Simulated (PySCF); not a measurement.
Species: [Se3]- (charge -1 and doublet state).
Z-matrix (Å and degrees, PBE0-D3(BJ)/def2-SVP geometry), rows numbered from 1:
```
Se
Se  1  2.2744
Se  2  2.2786  1  114.68
```

Computed with PBE0-D3(BJ)/def2-SVP geometry optimisation, gas phase in PySCF 2.14.0.

Take the most abundant isotopes and a rigid rotor. 

(1) Give the principal moments of inertia and the rotational constants in cm⁻¹.

(2) What kind of rotor is it?

(3) Give the coordinates in the principal-axis frame, origin at the centre of mass.

Results:

(1) Ia = 80.41, Ib = 587.10, Ic = 667.51 u·Å²; 505379 MHz·u·Å²/I gives 6285, 860.8 and 757.1 MHz, that is A = 0.20965, B = 0.02871, C = 0.02525 cm⁻¹.

(2) A near-prolate asymmetric top: κ = (2 × 860.8 − 6285 − 757.1)/(6285 − 757.1) = -0.96.

(3) The sense of each axis is arbitrary; atoms in the order of the calculation.
```
atom  mass (u)   a (Å)   b (Å)  c (Å)
 Se1    79.917  -1.916   0.410  0.000
 Se2    79.917  -0.002  -0.819  0.000
 Se3    79.917   1.918   0.409  0.000
```

The dipole components (about the centre of mass, as the species is charged) are |μa| = 0.00 D, |μb| = 1.32 D, |μc| = 0.00 D. The nuclei that the symmetry axis exchanges have no spin, so part of the rotational levels is missing.

For this open shell read J as N, the rotation without spin; fine and hyperfine splittings come on top. Whether it is a minimum is left open (no frequencies). ⟨S²⟩ = 0.752 (exact for a doublet: 0.75). Whether the extra electron is bound in the gas phase wasn't checked; a finite basis holds it in any case. The geometry's basis has no diffuse functions, a weakness for an anion. These are rigid-rotor constants of the computed structure; measured ground-state constants (B0) also hold zero-point vibration.
